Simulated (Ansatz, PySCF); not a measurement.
Gas-phase reaction in SMILES: C=C=C → C=C=C as triplet, charge 0
Structures are relaxed separately at B3LYP-D3(BJ)/def2-TZVP in Ansatz (a quantum-chemistry and plane-wave program). Markedly spin-contaminated UHF reference, which strains HF, MP2 and, less, CCSD(T): C=C=C as triplet, charge 0. A spin state is the lowest found, not a proven ground state.

Property: adiabatic triplet-singlet gap (electronic energy difference), in kcal/mol. Cores are frozen in the correlated levels unless marked. Open shells are spin-unrestricted. No spin-orbit coupling. Non-relativistic. 

```csv
level,program,adiabatic triplet-singlet gap (kcal/mol)
HF/6-31G,Ansatz,28.9
HF/def2-TZVPD,PySCF,29.9
HF-D4/def2-TZVPD,PySCF + dftd4,29.8
RI-HF/aug-cc-pVQZ,Ansatz,29.9
PBE-D3(BJ)/def2-TZVPD,Ansatz + dftd3,49.5
revPBE-D4/def2-TZVPD,Ansatz + dftd4,48.1
M06-L-D4/def2-TZVPD,PySCF + dftd4,48.8
PBE0/6-31G*,Ansatz,47.2
TPSSh/def2-TZVPD,PySCF,46.7
M06-2X/def2-TZVPD,PySCF,55.2
CAM-B3LYP/def2-TZVPD,Ansatz,49.6
B2PLYP-D4/def2-TZVPD,Ansatz + dftd4,51.8
B2PLYP/def2-TZVPD,Ansatz,51.8
RPA@PBE/cc-pVQZ,Ansatz,52.8
MP2/cc-pVTZ,Ansatz,60.0
RI-MP2/aug-cc-pVQZ,Ansatz,60.9
SCS-MP2/6-31G,Ansatz,56.6
CCSD/cc-pVTZ,Ansatz,50.8
CCSD(T)/6-31G*,Ansatz,51.8
CCSD(T)/cc-pVDZ,Ansatz,50.3
```
